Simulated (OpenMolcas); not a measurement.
## Nb²⁺: effect of the IPEA shift

- Program: OpenMolcas 26.06
- Basis: ANO-RCC-VDZP [6s5p3d1f]
- Scalar Hamiltonian: DKH2, point nucleus
- Active space: 3 electrons in 5 orbitals (4d)
- State averaging: 2S+1 = 4 even, 10 roots; 2S+1 = 2 even, 40 roots
- Spin-orbit coupling: RASSI with atomic mean-field integrals over the reference wave functions, term energies averaged over their components

Methods on the same reference wave functions:
A. CASSCF
B. MS-CASPT2, IPEA 0.25 Eh, imaginary shift 0.1 Eh (closed shells correlated: 4s 4p)
C. MS-CASPT2, IPEA 0.5 Eh, imaginary shift 0.1 Eh (closed shells correlated: 4s 4p)

Energies in cm-1 above 4d3 4F 3/2, the measured ground level; measured values from the list in Shadmi, J. Res. Natl. Bur. Stand. 70A, 435 (1966).

```tsv
Level	A	B	C	Measured
4d3 4F 3/2	0.0	0.0	0.0	0.0
4d3 4F 5/2	529	543	541	516
4d3 4F 7/2	1221	1240	1237	1177
4d3 4F 9/2	2037	2040	2040	1939
4d3 4P 1/2	11194	9350	9650	8664
4d3 4P 3/2	11292	9310	9640	8608
4d3 2G 7/2	11953	10130	10430	9236
4d3 4P 5/2	12035	10260	10560	9594
4d3 2G 9/2	12513	10740	11030	9804
4d3 2P 3/2 [51 %]	15435	12030	12460	
4d3 2P 1/2	15584	11950	12390	
4d3 2H 9/2	15782	14420	14600	12916
4d3 2H 11/2	16123	14800	14960	13264
4d3 2D 5/2(1)	17575	14230	14700	13094
4d3 2D 3/2(1) [60 %]	17659	14140	14600	
4d3 2F 7/2	26118	22200	22610	19861
4d3 2F 5/2	26378	22450	22860	19975
4d3 2D 5/2(2)	40580	34350	34550	
4d3 2D 3/2(2)	40884	34710	34910
```

Deviations, from unrounded energies. A percentage is the sum of absolute deviations over the sum of measured energies, with the sign that they share, or ± where signs differ.

| Against measurement | Levels | A | B | C |
| --- | --- | --- | --- | --- |
| mean absolute deviation (cm-1) | 13 | 2800 | 1000 | 1200 |
| fine structure of the ground term (%) | 3 | +4.3 | +5.4 | +5.3 |
| other terms of the ground configuration (%) | 10 | +28.8 | +10.3 | +12.8 |

B lies closest to measurement on these levels and A furthest from it. The largest miss of B in the table is 4d3 2F 5/2, by +2500 cm-1. The ranking rests on the paired levels alone, and a cruder setting can come out closer through cancelling errors.

Between B and C the level of the table that moves most is 4d3 2D 5/2(1), by 470 cm-1 (lowest in B, highest in C). Moves below CASPT2's spread within the term are not significant.

The mean deviations of B to C differ by less than CASPT2's widest spread within a term (590 cm-1), so their order carries little weight.

From A to B the spin-free energies of the other terms of 4d3 shown, above 4F, scale by factors of 0.74 to 0.91, as is usual when dynamic correlation screens the repulsion within a d or f shell.

The lowest spin-free term lies below A's lowest term by 0.193 hartree in B, 0.186 hartree in C.

CASPT2 breaks the degeneracy within a term, and the mean is taken; among the terms shown or strongly mixed into the levels shown the widest spread is 590 cm-1 (4d3 4F, B). Levels of configurations with an s electron are missing; early in the row they begin among the upper levels of the d shell and mix with terms of their name. Without dynamic correlation excited terms often stand tens of per cent too high (terms of higher spin than the ground term too low), and those without a measured partner can miss by more than the paired ones (holds for A). Computed and measured levels are paired by configuration, term and J; levels that our copy of the source lacks, or whose pairing is in doubt (as where it misses far off the trend of its configuration), stay unpaired and out of the deviations. Only configurations of the active space appear.

A share in square brackets marks a mixed level and gives the weight of the term that names it, the lowest over the columns. A number in round brackets counts repeated terms of one configuration in the order of the reference energies.
